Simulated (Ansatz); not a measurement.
Basis-set extrapolation for CH$_{9}$BNPSi (PBE0-D4/def2-TZVP geometry, frozen core, the Gaussian-basis code of Ansatz). Multiplicity 1, RHF reference.

```
                      def2-TZVPP   def2-QZVPP
                 HF  -751.942749  -751.967480
    MP2 correlation    -0.803360    -0.858158
CCSD(T) correlation    -0.901990      not run
```

Energies in hartree. Use E(X) = E(∞) + A·exp(−7.88·√X) for Hartree–Fock and E(X) = E(∞) + B·X^(−2.97) for correlation, with X = 3 and 4, and add CCSD(T) minus MP2 of the smaller set to the MP2 limit.

Task: What is the CCSD(T) energy at the basis-set limit?

Result: HF limit: -751.967480 + (-0.024731) × 0.13774 = -751.97089. MP2 limit: -0.858158 + (-0.054798) × 0.74074 = -0.89875. Higher-order term: -0.901990 − (-0.803360) = -0.09863. Total: -752.96827 hartree, 77.5 kcal/mol below CCSD(T)/def2-TZVPP.
